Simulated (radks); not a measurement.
The numbers below are computed, except where a source is named.
Problem. Spherical quantum dot in the effective-mass picture: electrons in a hard-walled sphere of radius 4.62, with a point charge +1 (a donor) at the centre, all in effective atomic units (hartree* = m*/eps^2 hartree, bohr* = eps/m* bohr), one dielectric constant everywhere. Level of theory: non-relativistic Kohn-Sham, LDA (Slater exchange, Perdew-Wang correlation), spin-polarised, spherical densities (a radial shooting solver with Libxc functionals). Levels are named by radial order and angular momentum (1s, 1p, 1d, 2s, ...), and open shells are averaged over m. At N = 29 the configuration is 1s2 1p6 1d10 2s(up 1, down 0) 1f(up 7, down 3). Does electron 30 go into 1g up or 1f down or 2s down?

Solution. Into 1f down. The total energies of the other choices lie higher by 0.143 hartree* (2s down), 0.308 hartree* (1g up).
